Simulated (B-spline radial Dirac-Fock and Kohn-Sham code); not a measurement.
Binding energies of Se⁶⁺ in different valence configurations

Level of theory: multi-electron Dirac-Fock with separately optimised hole states, Breit and Lamb-shift corrections added in first order; an atomic code on a B-spline grid. Correlation and solid-state effects are left out.

Reference: the tabulated ground configuration [Ar] 3d10, with 1s 12761.0 eV, 2s 1761.4 eV, 2p1/2 1578.4 eV, 2p3/2 1537.4 eV, 3p1/2 269.6 eV, 3p3/2 263.7 eV, Kα1 11223.6 eV, Kβ1 12497.3 eV.

Q: One of these configurations gives the following shifts from the reference, in eV: average energy +69.70, 1s +17.79, 2s +19.28, 2p1/2 +19.16, 2p3/2 +19.17, 3p1/2 +13.64, 3p3/2 +13.49, Kα1 -1.37, Kβ1 +4.30. Which?
A. [Ar] 3d9 4s1
B. [Ar] 3d9 4p1

A: B. The others give [Ar] 3d9 4s1: 1s +16.48.

Values without a named source are computed, but for edge energies of neutral atoms, which are taken from tables.
